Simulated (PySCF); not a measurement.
**Deuteron quadrupole couplings in `O=C1OC=C([SiH2]CCl)CO1`**

Compound: C₅H₇ClO₃Si.
Structure used (GFN2-xTB), in Å, numbered top down from 1:
```
atom  x, y, z in Å
O1     4.1732    0.1766   -0.6159
C2     3.0044    0.1455   -0.3922
O3     2.4400    1.1137    0.3713
C4     1.1666    0.9431    0.8489
C5     0.3087    0.0566    0.3591
Si6   -1.4204   -0.2151    1.0434
C7    -2.6742    0.2718   -0.3199
Cl8   -2.4648   -0.8285   -1.7144
C9     0.8074   -0.7615   -0.7939
O10    2.2361   -0.8388   -0.8404
H11    0.9651    1.6124    1.6700
H12   -1.6025   -1.6344    1.3486
H13   -1.6287    0.6579    2.1989
H14   -2.5299    1.2822   -0.6961
H15   -3.7069    0.1687    0.0027
H16    0.4652   -1.7976   -0.7346
H17    0.4536   -0.3403   -1.7454
```

Level: PBE0/pcSseg-1 (PySCF, non-relativistic); Q(2H) = 0.00286 b; rigid geometry, the same for H and D, with no vibrational averaging.

Task: Rank these positions by the coupling χzz of a deuteron there, largest first.
A. H11 (vinylic hydrogen)
B. H16 (methylene hydrogen)
C. H12 (Si–H hydrogen)
D. H17 (methylene hydrogen)
E. H14 (methylene hydrogen)

Result: A (216 kHz), E (208 kHz), B (194 kHz), D (187 kHz), C (108 kHz).

Task: Tabulate Vzz, the asymmetry η and χzz = 234.96 MHz × Q × Vzz for every hydrogen position.

Result: 
| atom | bonded to | bond length (Å) | Vzz (au) | η | χzz (kHz) |
| --- | --- | --- | --- | --- | --- |
| H11 | C4 | 1.078 | 0.3218 | 0.10 | 216 |
| H12 | Si6 | 1.463 | 0.1610 | 0.01 | 108 |
| H13 | Si6 | 1.463 | 0.1609 | 0.02 | 108 |
| H14 | C7 | 1.088 | 0.3100 | 0.08 | 208 |
| H15 | C7 | 1.087 | 0.3120 | 0.07 | 210 |
| H16 | C9 | 1.093 | 0.2894 | 0.08 | 194 |
| H17 | C9 | 1.099 | 0.2785 | 0.07 | 187 |

Task: Average by the element that carries the hydrogen.

Result: on C: 203 kHz over 5 positions, mean bond length 1.089 Å; on Si: 108 kHz over 2 positions, mean bond length 1.463 Å.

Task: How does χzz go with the bond length over the 5 C–H bonds?

Result: A straight-line fit has a slope of -15.0 kHz for each 0.01 Å, with a correlation coefficient of -0.97, over lengths from 1.078 to 1.099 Å. The longer bonds have the smaller couplings here.

Isolated species at its GFN2-xTB geometry (one conformer only). GFN2-xTB bond lengths can be off by several hundredths of an ångström, more for odd bonds, and the gradients follow them. A larger basis could move these couplings by a tenth or more.
